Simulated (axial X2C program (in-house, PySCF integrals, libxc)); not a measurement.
**Spin–orbit effects along a row: molecules with Na (ions), HF**

Calculated with an in-house relativistic program for diatomic molecules, spin-free (one-electron X2C) or two-component (2c: spin–orbit coupling with atomic mean-field Coulomb and Gaunt terms, which also bring small scalar terms), in Dyall basis sets with cores contracted in-house; open shells are unrestricted.

Basis sets: Ag dyall-cv3z, Cd dyall-cv3z, In dyall-cv3z, Mo dyall-cv3z, Na dyall-cv3z, Nb dyall-cv3z, Pd dyall-cv3z, Rb dyall-cv3z, Rh dyall-cv3z, Ru dyall-cv3z, Sb dyall-cv3z, Sn dyall-cv3z, Sr dyall-cv3z.

| molecule | spin-free state | Re (Å) | ωe (cm⁻¹) | De (eV) | 2c state | Re 2c (Å) | ωe 2c (cm⁻¹) | De 2c (eV) |
| --- | --- | --- | --- | --- | --- | --- | --- | --- |
| NaRb⁺ | M_S = 1/2, Λ = 0 | 4.469 | 70.7 | 0.41 | Ω = 1/2 | 4.469 | 70.7 | 0.41 |
| NaSr⁺ | M_S = 0, Λ = 0 | 3.815 | 114.9 | 0.76 | Ω = 0 | 3.815 | 114.9 | 0.76 |
| NaNb⁺ | M_S = 5/2, Λ = 2 | 3.344 | 122.2 | 0.79 | Ω = 1/2 | 3.345 | 122.1 | n/a |
| NaMo⁺ | M_S = 3, Λ = 0 | 3.382 | 112.8 | 0.66 | Ω = 3 | 3.383 | 112.7 | 0.65 |
| NaRu⁺ | M_S = 2, Λ = 2 | 3.314 | 111.0 | 0.63 | Ω = 4 | 3.314 | 110.9 | n/a |
| NaRh⁺ | M_S = 3/2, Λ = 2 | 3.356 | 104.5 | 0.58 | Ω = 7/2 | 3.356 | 104.5 | n/a |
| NaPd⁺ | M_S = 0, Λ = 0 | 2.905 | 115.9 | n/a | Ω = 0 | 2.906 | 115.9 | n/a |
| NaAg⁺ | M_S = 1/2, Λ = 0 | 3.308 | 102.9 | 0.57 | Ω = 1/2 | 3.308 | 102.9 | 0.57 |
| NaCd⁺ | M_S = 0, Λ = 0 | 3.256 | 111.5 | 0.44 | Ω = 0 | 3.256 | 111.5 | 0.44 |
| NaIn⁺ | M_S = 1/2, Λ = 0 | 3.589 | 100.9 | 0.96 | Ω = 1/2 | 3.578 | 100.9 | n/a |
| NaSn⁺ | M_S = 1, Λ = 1 | 3.418 | 111.2 | 0.50 | Ω = 0 | 3.390 | 121.3 | n/a |
| NaSb⁺ | M_S = 3/2, Λ = 0 | 3.384 | 100.1 | 0.28 | Ω = 3/2 | 3.380 | 100.7 | 0.28 |

Fragments in 2c: Rb+ + Na, Sr+ + Na, Nb + Na+, Mo + Na+, Ru + Na+, Rh + Na+, Pd + Na+, Ag + Na+, Cd + Na+, In + Na+, Sn + Na+, Sb + Na+. Each entry is the lowest single determinant of a limited PBE0 search at one distance. De goes to single-determinant-based atoms at the same level (for ions the charge split of lowest energy) and is withheld (n/a) where an atom does not fit its ground term or J level. Main or longest-lived isotopes. One determinant is a doubtful description, or other states lie close, for NaNb⁺, NaMo⁺, NaRu⁺, NaRh⁺, NaSn⁺, NaSb⁺; these need not be ground states, and all values refer to the states named. Some open-shell Ω = 0 determinants are out of reach, so the Ω given for NaMo⁺, NaRu⁺ need not be the lowest component. With several unpaired electrons the Ω given is that of one determinant, not necessarily of the lowest component. Where the atoms have a lower orbital projection than the molecule, De at mean-field level may be about a tenth of an eV too small. The lowest determinant changes configuration between the Hamiltonians for NaSn⁺, so two states are compared there.
